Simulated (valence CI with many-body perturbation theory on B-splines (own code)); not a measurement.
Basis-set convergence for Tc XXII

Computed by relativistic CI+MBPT: four valence electrons over a frozen Dirac-Fock core [Ar], a basis of 7 s, 7 p, 8 d, 6 f, 4 g, 1 h functions for each j, with the one-electron correlation potential Σ1 (screened to all orders), the two-electron term Σ2, the three-electron term Σ3, Breit, model QED; selected single and double excitations, second order for the rest (own B-spline code, finite nucleus).

No measured spectrum was set against this ion. As an estimate, terms of the open shell hold to 2 to 4 % of their energy, and close levels can change places. Only levels of the ground parity were solved; by the run's estimate the other parity begins above the list, which can be wrong where configurations are misplaced.

The reference run has the lowest level 3d4 5D_0 and an ionisation energy of 967.690 eV. Its largest variational space holds 16883 state functions.

Names give the largest LS component (configuration and term), which can be under half, so a name can repeat, a term be missing and a line seem to break the LS rules; names also repeat where a configuration has a term twice. Letters in brackets count levels of one name in rising energy.

Changed runs:
A. basis 6 s, 6 p, 5 d, 5 f, 1 g
B. basis 5 s, 5 p, 4 d, 4 f

Excitation energies of the reference run in cm⁻¹, and shifts in cm⁻¹:

| Level | Reference | A | B |
| --- | --- | --- | --- |
| 3d4 5D_1 | 12678 | -91 | -169 |
| 3d4 5D_2 | 25145 | -127 | -228 |
| 3d4 5D_3 | 35937 | -121 | -205 |
| 3d4 5D_4 | 44510 | -71 | -96 |
| 3d4 3P_0 [a] | 75485 | +290 | +603 |
| 3d4 3H_4 | 84181 | +233 | +757 |
| 3d4 3G_3 | 101197 | +269 | +847 |
| 3d4 3H_5 | 102940 | +202 | +789 |
| 3d4 3P_1 [a] | 103096 | +317 | +810 |
| 3d4 3F_2 [a] | 105133 | +344 | +964 |
| 3d4 3H_6 | 111131 | +226 | +866 |
| 3d4 3G_4 [a] | 120736 | +223 | +782 |
| Ionisation energy (eV) | 967.690 | -0.083 | -0.130 |
